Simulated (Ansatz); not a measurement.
Ansatz (a quantum-chemistry and plane-wave program) input (RPA@PBE/def2-TZVPP):

Ansatz 0.2 input:
```yaml
crystal:
  periodic: [false, false, false]
  atoms:
    - {symbol: Zn, position_ang: [0.08062821, 0.01543107, 0.04053830]}
    - {symbol: H, position_ang: [-1.05266009, -1.14082203, -0.57371648]}
    - {symbol: H, position_ang: [-1.36618618, 0.67788989, -0.64243240]}
basis:
  gaussian:
    orbitals: def2-TZVPP
hamiltonian:
  xc: pbe
magnetization: {spin_polarized: true, initial_magnetization: 2}
correlation: {method: rpa, electrons: outside_noble_gas}
```

End of the output:

```
integrals: 0.05 GiB planned
601 factors; integrals over basis functions are off by at most 1.5e-3 eV
mean field: 0.23 GiB planned
mean field evaluation 1: about -48437.8588 eV, gradient 4.1e1 eV
mean field evaluation 2: about -48437.8551 eV, gradient 4.1e1 eV
mean field evaluation 4: about -48440.9546 eV, gradient 7.6e0 eV
mean field evaluation 8: about -48441.1430 eV, gradient 3.8e-1 eV
mean field evaluation 16: about -48441.1434 eV, gradient 7.2e-6 eV
mean field -48441.14337676 eV, -1780.1791845097 hartree, gradient 3.2e-7 eV, S^2 2.007007; 0 other end points of the search recorded, 0 dependent functions left out
9 core orbitals not correlated
reference -48403.36889640 eV, -1778.7909979610 hartree; 8, 6 occupied and 75, 77 virtual orbitals, 601 factors
Total energy: -48421.92975535 eV, -1779.4730969463 hartree
```

The spin state was set by rule; other spins were not relaxed.
